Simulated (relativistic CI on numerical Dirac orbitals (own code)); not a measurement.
**Os²³⁺: sensitivity of the levels to the model**

Base calculation: Dirac-Coulomb-Breit CI, KLI orbitals optimised for each configuration, model QED (radiative potential, 1s self-energy scaled to tabulated hydrogen-like ionisation energies), unscaled Slater integrals.

CI space (outside the closed core [Ar] 3d10): 4s²4p⁶4d¹⁰4f⁷, 4s²4p⁶4d¹⁰4f⁶5s, 4s²4p⁶4d¹⁰4f⁵5s², 4s²4p⁶4d¹⁰4f⁶5p, 4s²4p⁶4d⁹4f⁸, 4s²4p⁵4d¹⁰4f⁸, 4s²4p⁶4d¹⁰4f⁶6s, 4s4p⁶4d¹⁰4f⁸, 4p⁶4d¹⁰4f⁹. Levels of other configurations are missing.

Variants: (1) P86 correlation estimate; (2) only the first configuration; (3) only the first 3 configurations. Shifts of the energy above 4s²4p⁶4d¹⁰4f⁷ ⁸S°7/2, in cm⁻¹, for the lowest level and the first level of each name with at least 55 % of one term (blank where a level changes its place among those of its configuration and J or its character, or is not in the variant):

```tsv
Level	Base	Δ(1)	Δ(2)	Δ(3)
4s²4p⁶4d¹⁰4f⁷ ⁸S°7/2	0.0	0.0	0.0	0.0
4s²4p⁶4d¹⁰4f⁷ ⁶I°7/2	75978.8	+1.0	+1024.7	+1015.7
4s²4p⁶4d¹⁰4f⁷ ⁶P°3/2	77574.8	+1.5	+1303.3	+1278.4
4s²4p⁶4d¹⁰4f⁷ ⁶I°9/2	80077.8	+1.0	+1032.0	+1026.5
4s²4p⁶4d¹⁰4f⁷ ⁶I°17/2	81586.6	+0.7	+814.1	+811.5
4s²4p⁶4d¹⁰4f⁷ ⁶I°11/2	84203.5	+0.8	+904.6	+902.7
4s²4p⁶4d¹⁰4f⁷ ⁶I°13/2	85958.9	+0.7	+875.8	+875.2
4s²4p⁶4d¹⁰4f⁷ ⁶I°15/2	86030.6	+0.7	+799.0	+799.1
4s²4p⁶4d¹⁰4f⁷ ⁶D°9/2	90252.9	+1.4	+1529.3	+1524.4
4s²4p⁶4d¹⁰4f⁷ ⁶D°1/2	101501.5	+1.4	+1528.2	+1530.9
4s²4p⁶4d¹⁰4f⁷ ⁶D°3/2	103449.6	+1.5	+1476.4	+1468.3
4s²4p⁶4d¹⁰4f⁷ ⁴N°19/2	127790.6	+0.6	+614.5	+611.1
4s²4p⁶4d¹⁰4f⁷ ⁴N°23/2	128732.5	+0.3	+229.4	+226.9
4s²4p⁶4d¹⁰4f⁷ ⁴N°21/2	133235.0	+0.3	+338.3	+337.8
4s²4p⁶4d¹⁰4f⁷ ⁴L°19/2	143494.5	+0.7	+820.1	+823.6
4s²4p⁶4d¹⁰4f⁷ ²Q°23/2	154144.5	0.0	-13.4	-12.4
```

At this charge energies of transitions that change n are usually good to better than 1 %, and those within a shell (Δn = 0) to a few per cent. Terms inside the open d or f shell come out 10 to 20 % too wide with unscaled integrals.

Ionisation energy from the two ground configurations alone: base 695.42 eV; P86 correlation estimate 697.42 eV. The NIST ASD value (theoretical) is 720 eV. The gap of more than 2 % comes from missing correlation, or from a tabulated value that is itself an estimate.

LS names give the leading component of a level, which can be under half, so a name can repeat, a term be missing and a line seem to break the LS rules.
